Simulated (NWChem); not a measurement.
All runs are NWChem calculations. System: CHO$_{2}$, charge 0, spin multiplicity 2, at a geometry optimised with UPBE0/def2-SVP. The structure started from a generated list of species. Its SCF solution wasn't tested for a lower state. Level: UHF/def2-TZVP.

The NWChem input:

```
start mol
memory heap 200 mb stack 900 mb global 1100 mb
geometry units angstroms nocenter noautoz
  O     -0.945275     0.680764     0.000000
  C     -0.305506    -0.313274     0.000000
  O      0.994428    -0.492952     0.000000
  H      1.439816     0.377152     0.000000
  symmetry group Cs
end
basis spherical
  * library def2-tzvp
end
scf
  uhf
  nopen 1
  maxiter 100
  thresh 1e-7
  semidirect memsize 60000000 filesize 0
  # guess.movecs holds the orbitals of an unrestricted PBE0 run
  vectors input guess.movecs output mol.movecs
end
task scf energy
```

Part of the output:

```
             Northwest Computational Chemistry Package (NWChem) 7.3.0
             --------------------------------------------------------

                                NWChem Input Module
                                -------------------

 Scaling coordinates for geometry "geometry" by  1.889725989
 (inverse scale =  0.529177249)

 Turning off AUTOSYM since
 SYMMETRY directive was detected!

                             Geometry "geometry" -> ""
                             -------------------------

 Output coordinates in angstroms (scale by  1.889725989 to convert to a.u.)

  No.       Tag          Charge          X              Y              Z
 ---- ---------------- ---------- -------------- -------------- --------------
    1 O                    8.0000    -0.94527500     0.68076400     0.00000000
    2 C                    6.0000    -0.30550600    -0.31327400     0.00000000
    3 O                    8.0000     0.99442800    -0.49295200     0.00000000
    4 H                    1.0000     1.43981600     0.37715200     0.00000000

 Effective nuclear repulsion energy (a.u.)      63.5645329945

            Nuclear Dipole moment (a.u.)
            ----------------------------
        X                 Y               Z
 ---------------- ---------------- ----------------
     0.0000075589     0.0000075589     0.0000000000

      Symmetry information
      --------------------

 Group name             Cs
 Group number              2
 Group order               2
 No. of unique centers     4

      Symmetry unique atoms

     1    2    3    4


 Summary of "ao basis" -> "" (spherical)
 ------------------------------------------------------------------------------
       Tag                 Description            Shells   Functions and Types
 ---------------- ------------------------------  ------  ---------------------
 *                         def2-tzvp                  on all atoms

 Summary of "ao basis" -> "ao basis" (spherical)
 ------------------------------------------------------------------------------
       Tag                 Description            Shells   Functions and Types
 ---------------- ------------------------------  ------  ---------------------
 O                         def2-tzvp                11       31   5s3p2d1f
 C                         def2-tzvp                11       31   5s3p2d1f
 H                         def2-tzvp                 4        6   3s1p

                                 NWChem SCF Module
                                 -----------------

  ao basis        = "ao basis"
  functions       =    99
  atoms           =     4
  alpha electrons =    12
  beta  electrons =    11
  charge          =   0.00
  wavefunction    = UHF
  use symmetry    = T
  symmetry adapt  = T

 Summary of "ao basis" -> "ao basis" (spherical)
 ------------------------------------------------------------------------------
       Tag                 Description            Shells   Functions and Types
 ---------------- ------------------------------  ------  ---------------------
 O                         def2-tzvp                11       31   5s3p2d1f
 C                         def2-tzvp                11       31   5s3p2d1f
 H                         def2-tzvp                 4        6   3s1p

      Symmetry analysis of basis
      --------------------------

        a'         68
        a"         31

 Forming initial guess at       0.0s

   Symmetry analysis of molecular orbitals - initial alpha
   -------------------------------------------------------

  Numbering of irreducible representations:

     1 a'          2 a"

  Orbital symmetries:

     1 a'          2 a'          3 a'          4 a'          5 a'
     6 a'          7 a'          8 a'          9 a"         10 a'
    11 a"         12 a'         13 a"         14 a'         15 a'
    16 a'         17 a'         18 a"         19 a'         20 a'
    21 a'         22 a"

   Symmetry analysis of molecular orbitals - initial beta
   ------------------------------------------------------

  Numbering of irreducible representations:

     1 a'          2 a"

  Orbital symmetries:

     1 a'          2 a'          3 a'          4 a'          5 a'
     6 a'          7 a'          8 a"          9 a'         10 a"
    11 a'         12 a'         13 a"         14 a'         15 a'
    16 a'         17 a"         18 a'         19 a'         20 a'
    21 a'         22 a"

 Starting SCF solution at       0.0s

 ----------------------------------------------
         Quadratically convergent UHF

 Convergence threshold     :          1.000E-07
 Maximum no. of iterations :          100
 Integral*density screening:          1.000E-09
 ----------------------------------------------

              iter       energy          gnorm     gmax       time
             ----- ------------------- --------- --------- --------
                 1     -188.1926552089  5.74D-01  9.39D-02      0.6
                 2     -188.2129072707  4.23D-02  1.13D-02      0.7
                 3     -188.2136446598  2.33D-03  7.99D-04      1.1
                 4     -188.2136483924  1.03D-05  2.18D-06      1.6
                 5     -188.2136483925  9.93D-09  2.50D-09      2.2

       Final UHF  results
       ------------------

         Total SCF energy =   -188.213648392463
      One electron energy =   -383.950242557628
      Two electron energy =    132.172061170710
 Nuclear repulsion energy =     63.564532994455

                       Sz =      0.5000
                 Sz(Sz+1) =      0.7500
                      S^2 =      0.7628

        Time for solution =      2.1s
[...]
   11   -0.5170
   12    0.0608
   13    0.1578
   14    0.1894
   15    0.2528
   16    0.2930
   17    0.3426
   18    0.3497
   19    0.4561
   20    0.5358
   21    0.5794
   22    0.5979

                    UHF Final Alpha Molecular Orbital Analysis
                    ------------------------------------------

 Vector   10  Occ=1.000000D+00  E=-5.913132D-01  Symmetry=a'
              MO Center= -5.5D-02, -5.2D-02, -1.9D-15, r^2= 2.0D+00
   Bfn.  Coefficient  Atom+Function         Bfn.  Coefficient  Atom+Function
  ----- ------------  ---------------      ----- ------------  ---------------
     6      0.314365  1 O  px                 9      0.279253  1 O  px
    69     -0.273341  3 O  py                72     -0.248386  3 O  py
    38      0.209312  2 C  py                41      0.156210  2 C  py

 Vector   11  Occ=1.000000D+00  E=-5.215389D-01  Symmetry=a"
              MO Center= -1.8D-01,  1.6D-01,  6.2D-15, r^2= 1.7D+00
   Bfn.  Coefficient  Atom+Function         Bfn.  Coefficient  Atom+Function
  ----- ------------  ---------------      ----- ------------  ---------------
     8      0.336421  1 O  pz                11      0.304753  1 O  pz
    70     -0.296669  3 O  pz                73     -0.272704  3 O  pz
    76     -0.196259  3 O  pz                14      0.184908  1 O  pz

 Vector   12  Occ=1.000000D+00  E=-4.268097D-01  Symmetry=a'
              MO Center= -4.6D-01, -1.4D-01, -3.2D-16, r^2= 1.6D+00
   Bfn.  Coefficient  Atom+Function         Bfn.  Coefficient  Atom+Function
  ----- ------------  ---------------      ----- ------------  ---------------
    35      0.311256  2 C  s                 38     -0.267461  2 C  py
    41     -0.262324  2 C  py                36      0.255436  2 C  s
     7      0.247258  1 O  py                10      0.213826  1 O  py
     6      0.209113  1 O  px                 9      0.190073  1 O  px
    67     -0.181654  3 O  s                 13      0.169026  1 O  py

 Vector   13  Occ=0.000000D+00  E= 1.304589D-01  Symmetry=a'
              MO Center=  1.7D+00,  7.9D-01,  1.4D-16, r^2= 2.6D+00
   Bfn.  Coefficient  Atom+Function         Bfn.  Coefficient  Atom+Function
  ----- ------------  ---------------      ----- ------------  ---------------
    96      1.861389  4 H  s                 67     -1.103687  3 O  s
    75     -0.500873  3 O  py                 5     -0.281184  1 O  s
    74     -0.244057  3 O  px

 Vector   14  Occ=0.000000D+00  E= 1.530617D-01  Symmetry=a"
              MO Center= -4.0D-01, -2.6D-01,  3.3D-14, r^2= 2.2D+00
   Bfn.  Coefficient  Atom+Function         Bfn.  Coefficient  Atom+Function
  ----- ------------  ---------------      ----- ------------  ---------------
    45      0.850265  2 C  pz                14     -0.520507  1 O  pz
    42      0.352978  2 C  pz                76     -0.354718  3 O  pz
    39      0.316513  2 C  pz                 8     -0.252893  1 O  pz
    11     -0.197599  1 O  pz                70     -0.167864  3 O  pz

 Vector   15  Occ=0.000000D+00  E= 2.351717D-01  Symmetry=a'
              MO Center= -5.9D-01,  1.8D-01, -4.6D-14, r^2= 4.8D+00
   Bfn.  Coefficient  Atom+Function         Bfn.  Coefficient  Atom+Function
  ----- ------------  ---------------      ----- ------------  ---------------
    36      3.820729  2 C  s                  5     -3.003354  1 O  s
    44      1.226718  2 C  py                96     -0.894365  4 H  s
    41      0.702366  2 C  py                13      0.667178  1 O  py
    67     -0.627490  3 O  s                 12     -0.594547  1 O  px
    74      0.446248  3 O  px                35      0.232315  2 C  s

                     UHF Final Beta Molecular Orbital Analysis
                     -----------------------------------------

 Vector    9  Occ=1.000000D+00  E=-6.567886D-01  Symmetry=a"
              MO Center=  2.8D-01, -1.6D-01,  1.4D-12, r^2= 1.5D+00
   Bfn.  Coefficient  Atom+Function         Bfn.  Coefficient  Atom+Function
  ----- ------------  ---------------      ----- ------------  ---------------
    70      0.338362  3 O  pz                73      0.311480  3 O  pz
     8      0.211209  1 O  pz                11      0.188423  1 O  pz
    39      0.188400  2 C  pz                76      0.174508  3 O  pz
    42      0.161992  2 C  pz

 Vector   10  Occ=1.000000D+00  E=-5.283867D-01  Symmetry=a"
              MO Center= -1.9D-01,  1.8D-01, -5.9D-13, r^2= 1.8D+00
   Bfn.  Coefficient  Atom+Function         Bfn.  Coefficient  Atom+Function
  ----- ------------  ---------------      ----- ------------  ---------------
     8      0.347446  1 O  pz                11      0.315037  1 O  pz
    70     -0.294137  3 O  pz                73     -0.270892  3 O  pz
    14      0.192612  1 O  pz                76     -0.192823  3 O  pz

 Vector   11  Occ=1.000000D+00  E=-5.169919D-01  Symmetry=a'
              MO Center= -6.0D-01,  2.9D-01,  2.8D-14, r^2= 1.4D+00
   Bfn.  Coefficient  Atom+Function         Bfn.  Coefficient  Atom+Function
  ----- ------------  ---------------      ----- ------------  ---------------
     6      0.354370  1 O  px                 9      0.320945  1 O  px
    12      0.199071  1 O  px                69     -0.164883  3 O  py
    72     -0.153194  3 O  py

 Vector   12  Occ=0.000000D+00  E= 6.075826D-02  Symmetry=a'
              MO Center=  1.0D-01, -2.8D-01, -2.2D-13, r^2= 3.5D+00
   Bfn.  Coefficient  Atom+Function         Bfn.  Coefficient  Atom+Function
  ----- ------------  ---------------      ----- ------------  ---------------
    36      0.897267  2 C  s                 67     -0.865074  3 O  s
    96      0.781818  4 H  s                  5     -0.419284  1 O  s
    35      0.292357  2 C  s                 13      0.272227  1 O  py
    44     -0.200168  2 C  py                38     -0.192482  2 C  py

 Vector   13  Occ=0.000000D+00  E= 1.577581D-01  Symmetry=a'
              MO Center=  1.1D+00,  4.0D-01, -1.6D-14, r^2= 4.3D+00
   Bfn.  Coefficient  Atom+Function         Bfn.  Coefficient  Atom+Function
  ----- ------------  ---------------      ----- ------------  ---------------
    96      1.818370  4 H  s                 36     -1.052190  2 C  s
    67     -0.619433  3 O  s                 75     -0.492709  3 O  py
    74     -0.396244  3 O  px                44      0.262957  2 C  py
    13     -0.173049  1 O  py

 Vector   14  Occ=0.000000D+00  E= 1.894262D-01  Symmetry=a"
              MO Center= -3.7D-01, -3.3D-01,  2.3D-13, r^2= 2.5D+00
   Bfn.  Coefficient  Atom+Function         Bfn.  Coefficient  Atom+Function
  ----- ------------  ---------------      ----- ------------  ---------------
    45      1.035823  2 C  pz                14     -0.530598  1 O  pz
    76     -0.384753  3 O  pz                39      0.291279  2 C  pz
    42      0.262758  2 C  pz                 8     -0.229281  1 O  pz
    11     -0.175052  1 O  pz                70     -0.167531  3 O  pz

 center of mass
 --------------
 x =  -0.06000369 y =  -0.01575479 z =   0.00000000

 moments of inertia (a.u.)
 ------------------
          45.057479766374          58.743325829211           0.000000000000
          58.743325829211         118.820949314541           0.000000000000
           0.000000000000           0.000000000000         163.878429080915

  Mulliken analysis of the total density
  --------------------------------------

    Atom       Charge   Shell Charges
 -----------   ------   -------------------------------------------------------
    1 O    8     8.37   0.79  1.18  0.59  0.94  0.33  1.83  1.93  0.75  0.00  0.03  0.00
    2 C    6     5.55   0.86  1.12  0.54  0.53  0.13  1.10  0.88  0.15  0.06  0.16  0.02
    3 O    8     8.45   0.79  1.18  0.56  0.97  0.27  1.86  2.06  0.72  0.00  0.03  0.00
    4 H    1     0.63   0.23  0.32  0.04  0.04

  Mulliken analysis of the alpha density
  --------------------------------------

    Atom       Charge   Shell Charges
 -----------   ------   -------------------------------------------------------
    1 O    8     4.25   0.40  0.59  0.30  0.47  0.16  0.96  0.99  0.36  0.00  0.02  0.00
    2 C    6     3.18   0.43  0.56  0.31  0.33  0.11  0.67  0.54  0.09  0.03  0.08  0.01
    3 O    8     4.23   0.40  0.59  0.29  0.49  0.12  0.94  1.04  0.35  0.00  0.02  0.00
    4 H    1     0.35   0.12  0.17  0.03  0.02

   Mulliken analysis of the beta density
   -------------------------------------

    Atom       Charge   Shell Charges
 -----------   ------   -------------------------------------------------------
    1 O    8     4.12   0.40  0.59  0.29  0.47  0.17  0.87  0.94  0.39  0.00  0.02  0.00
    2 C    6     2.37   0.43  0.56  0.23  0.19  0.01  0.42  0.34  0.06  0.03  0.08  0.01
    3 O    8     4.22   0.40  0.59  0.27  0.48  0.15  0.92  1.03  0.37  0.00  0.01  0.00
    4 H    1     0.29   0.11  0.14  0.01  0.02

   Mulliken analysis of the spin density
   -------------------------------------

    Atom       Charge   Shell Charges
 -----------   ------   -------------------------------------------------------
    1 O    8     0.12   0.00 -0.00  0.01  0.01 -0.00  0.09  0.05 -0.02  0.00 -0.00  0.00
    2 C    6     0.81   0.00 -0.01  0.08  0.14  0.10  0.25  0.21  0.02  0.00  0.01 -0.00
    3 O    8     0.01   0.00 -0.00  0.01  0.01 -0.03  0.02  0.01 -0.03  0.00  0.00  0.00
    4 H    1     0.06   0.01  0.03  0.02 -0.00

       Multipole analysis of the density wrt the origin
       ------------------------------------------------

     L   x y z        total         alpha         beta         nuclear
     -   - - -        -----         -----         ----         -------
     0   0 0 0     -0.000000    -12.000000    -11.000000     23.000000

     1   1 0 0      0.838054      0.797351      0.040695      0.000008
     1   0 1 0      0.034906      0.508399     -0.473501      0.000008
     1   0 0 1      0.000000     -0.000000      0.000000      0.000000

     2   2 0 0    -12.365397    -38.823622    -36.722932     63.181157
     2   1 1 0      2.814810     15.118195     16.095303    -28.398688
     2   1 0 1     -0.000000     -0.000000     -0.000000      0.000000
     2   0 2 0    -13.165000    -19.437399    -16.520339     22.792738
     2   0 1 1      0.000000     -0.000000      0.000000      0.000000
     2   0 0 2    -11.974963     -6.348460     -5.626503      0.000000

 Task  times  cpu:        2.2s     wall:        2.2s

 Total times  cpu:        2.2s     wall:        2.2s
```
